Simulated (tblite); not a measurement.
Species: C4H10FSi (doublet state).
Z-matrix (Å and degrees, GFN2-xTB geometry), rows numbered from 1:
```
F 
C   1  1.3477
C   2  1.4764  1  115.74
C   3  1.5347  2  110.93  1    70.26
C   4  1.5219  3  110.72  2    65.68
Si  5  1.9076  4  114.53  3   -54.98
H   2  1.0792  1  111.18  3  -146.67
H   3  1.0902  2  108.91  1  -168.65
H   3  1.0990  2  109.88  1   -49.60
H   4  1.0934  3  109.33  2  -172.38
H   4  1.0918  3  108.67  2   -54.97
H   5  1.0907  4  108.46  3  -177.29
H   5  1.0919  4  109.13  3    67.49
H   6  1.4753  5  104.46  4  -159.55
H   6  1.4661  5  112.01  4    86.97
H   6  1.4605  5  112.88  4   -44.65
```

Calculated harmonic vibrations of the isolated species, GFN2-xTB (tblite), most abundant isotopes, no scaling. This tight-binding method is rough: wavenumbers can miss measured ones by several per cent, in bad cases by 10 to 20. Modes of hydrogen on silicon can be 10 to 20 % off. One conformer, not necessarily the lowest. Open shells enter through the occupations alone, without spin polarisation, and single modes of such species can be off by tens of per cent.

Harmonic wavenumbers (cm⁻¹): 73.4, 92.5, 153.9, 245.5, 259.5, 285.5, 401.7, 486.4, 514.8, 559.7, 656.5, 688.7, 746.1, 781.4, 833.3, 869.4, 870.1, 921.5, 981.3, 1036.5, 1081.3, 1146.5, 1163.5, 1167.1, 1218.8, 1279.9, 1300.3, 1316.5, 1340.8, 1436.3, 1487.5, 1498.8, 2155.9, 2224.0, 2279.5, 2874.9, 2953.8, 2967.4, 2985.1, 2992.4, 3003.8, 3072.5.

A = 3512, B = 2198, C = 1588 MHz; mass 105.054 u (most abundant isotopes); point group C1, symmetry number 1; spin multiplicity 2.

Zero-point energy?

½Σν̃ = 27202 cm⁻¹ = 77.78 kcal/mol.

Entropy at 400 K, 1 bar (ideal gas, RRHO, classical rotation)?

Translation 41.35, rotation 28.54, vibration 28.73, spin (R ln 2) 1.38: S = 100.0 cal/(mol K).

And Cp and H(400 K) − H(0)?

Cp = 40.80 cal/(mol K), of which vibrations give 32.85 (their classical limit is 42 R = 83.5); H(400 K) − H(0) = 9.50 kcal/mol without the zero-point energy, 6.32 from vibrations.

How do the functions run with temperature in this model?

```
 T (K)  S (cal/(mol K))  Cp (cal/(mol K))  H − H(0) (kcal/mol)  G − H(0) (kcal/mol)  ln q(vib)
    50             56.3              11.1                 0.45                -2.36       0.22
   100             65.3              15.3                 1.12                -5.41       0.93
298.15             89.3              32.2                 5.77               -20.86       4.52
373.15             97.2              38.6                 8.43               -27.86       5.98
   500            109.9              48.0                13.95               -41.00       8.51
   750            132.0              61.0                27.69               -71.32      13.48
  1000            150.8              69.4                44.05              -106.73      18.18
```

q(vib) and H(0) count from the zero-point level.

Which modes carry the vibrational entropy at 400 K?

73.4 cm⁻¹: 4.64; 92.5 cm⁻¹: 4.18; 153.9 cm⁻¹: 3.19; 245.5 cm⁻¹: 2.30; 259.5 cm⁻¹: 2.19; 285.5 cm⁻¹: 2.02 cal/(mol K); the other 36 give 10.21 together.

Blend soft modes into free rotors: weight 1/[1 + (100 cm⁻¹/ν̃)⁴] for the oscillator and the rest for a rotor with moment μB/(μ + B), μ = h/(8π²ν), B = 10⁻⁴⁴ kg m². What vibrational entropy results?

27.20 cal/(mol K) in place of 28.73, which changes −T·S at 400 K by +0.62 kcal/mol.

What must be added to the electronic energy to get the Gibbs energy at 400 K and 1 bar?

ZPE + [H(400 K) − H(0)] − T·S = 77.78 + 9.50 − 40.00 = 47.28 kcal/mol.

Hindered rotation and anharmonicity are outside this model. Other conformers, if any are populated, would add a mixing term that is left out. The structure is chiral; the term R ln 2 for an equal mix with its mirror image is left out.

On an Arm Neoverse V1 with one thread, shared host, this took 0.45 s of wall time. This covers the Hessian and the dipole derivatives.
